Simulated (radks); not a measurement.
Problem. The dysprosium ion Dy9+, configuration [Kr] 4d10 4f8 5s2 5p1. All-electron calculation, scalar-relativistic Kohn-Sham, SCAN, spin-polarised, spherical densities, finite nucleus; open shells are filled with parallel spins first (spin-orbit coupling, left out, can overturn this in heavy ions); meta-GGA in the generalised Kohn-Sham scheme; Fermi nuclear charge, rms radius 5.2218 fm. Program: a radial shooting solver on a logarithmic mesh with Libxc functionals. Some entries of the table are withheld. Estimate them.

orbital,occ.,eigenvalue (hartree),<r^2> (bohr^2)
1s up,1,-1980.038,0.0006095
1s down,1,-1980.035,0.0006095
2s up,1,-335.1553,0.009512
2s down,1,-335.1483,0.009511
2p up,3,-297.8581,0.007707
2p down,3,-297.8511,0.007706
3s up,1,-79.28165,0.06272
3s down,1,-79.15522,0.06257
3p up,3,-67.75053,0.06310
3p down,3,-67.61889,0.06292
3d up,5,-52.91597,0.05295
3d down,5,-52.80760,0.05275
4s up,1,-20.28830,0.3144
4s down,1,-20.00818,0.3151
4p up,3,-16.45714,0.3540
4p down,3,-16.17849,0.3549
4d up,5,-11.22154,0.4185
4d down,5,-10.93542,0.4201
5s up,1,(1),1.509
5s down,1,(2),1.542
5p up,1,-5.59603,1.812
4f up,7,-5.46616,0.6083
4f down,1,-5.16614,0.6243

Solution. 
(1) 5s up eigenvalue (hartree): -6.71441
(2) 5s down eigenvalue (hartree): -6.46923
